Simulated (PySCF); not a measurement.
Job for PySCF: R-HF/STO-3G on CH4SSe (SMILES CS[SeH]), a point of a torsion scan.

```python
from pyscf import gto, scf, dft, mp
from pyscf.data.elements import chemcore

mol = gto.M(
    atom='''
    C    -0.89282799   -0.11899716    0.03249407
    S     0.07295125    1.37742211   -0.32841305
    Se    2.09578856    0.60261295    0.14389680
    H    -0.57860606   -0.93013649   -0.61890067
    H    -1.92645276    0.14111488   -0.17003922
    H    -0.77592431   -0.39378799    1.07738242
    H     2.71629496    1.86530267   -0.18262454
    ''',
    basis='sto-3g',
    charge=0, spin=0, verbose=3, max_memory=1800)
mf = scf.RHF(mol)
mf.conv_tol = 1e-8
mf.max_cycle = 100
mf.kernel()
if not mf.converged:
    mf = mf.newton().run(mf.mo_coeff, mf.mo_occ)
```

Give the final energy of this run.

-2806.4628 hartree.
